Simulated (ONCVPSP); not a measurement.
**Building the ONCV potential for Hg (Z = 80) (PBEsol, fully relativistic).**

Hg (Z = 80), optimised norm-conserving Vanderbilt (ONCV), made with ONCVPSP 4.0.1 (PBEsol, fully relativistic). Core [Xe] 4f14, reference 5d10 6s0.5 (charge +1.5). Waves: 6s: rc 2.10 bohr, ncon 4, nbas 8, qcut 3.8 1/bohr, 2 projectors, debl 3.9 Ha; p scattering state at 0.21 Ha: rc 1.95 bohr, ncon 4, nbas 7, qcut 4.1 1/bohr, local; 5d: rc 2.15 bohr, ncon 4, nbas 9, qcut 7.5 1/bohr, 2 projectors, debl 2.1 Ha. Local part: the p channel. Core correction: none.

Open shells are filled in proportion to 2j + 1.

All-electron outer shells of the reference configuration (PBEsol, scalar-relativistic, ld1.x):

```tsv
shell	level (eV)	outermost node (bohr)	outermost maximum (bohr)
5p	-80.62	0.51	0.93
5d	-23.74	0.55	1.17
6s	-18.99	1.07	2.10
```

**Question.** Does this generation succeed?

**Answer.** No. ONCVPSP 4.0.1 stopped with "ERROR pspot: first pseudo wave function has node, program will stop": the optimised pseudo-wave of the first projector has a node, so the radial equation cannot be inverted for a potential. It happened in the s channel.
